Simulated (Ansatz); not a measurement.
Spectroscopic constants of BRu, multiplicity 4 (an upper state: multiplicity 2 came lower at CCSD(T)/def2-TZVPP on PBE0 minima). No spin–orbit coupling. The T1 diagnostic near the minimum is 0.057, so single-reference values are doubtful.

Constants: fifth-degree fit in 1/R to seven points, most abundant isotopes. In def2 and cc sets the state is the lowest found near the PBE0 minimum, followed along R.

Codes used: Ansatz (a quantum-chemistry and plane-wave program) with Gaussian orbitals.  In def2 rows elements past Kr take small-core potentials, without spin–orbit coupling.

```csv
level,r_e (Å),ω_e (cm⁻¹),ω_e x_e (cm⁻¹),dipole (D)
PBE/def2-TZVPP,1.774,___,4.6,2.16
PBE0/def2-TZVPP,1.755,858,4.7,2.22
wB97X-V/def2-TZVPP,___,___,4.2,2.28
```

Task: Complete the blanks.

Result: 
- wB97X-V/def2-TZVPP, r_e (Å): 1.745
- wB97X-V/def2-TZVPP, ω_e (cm⁻¹): 875
- PBE/def2-TZVPP, ω_e (cm⁻¹): 839
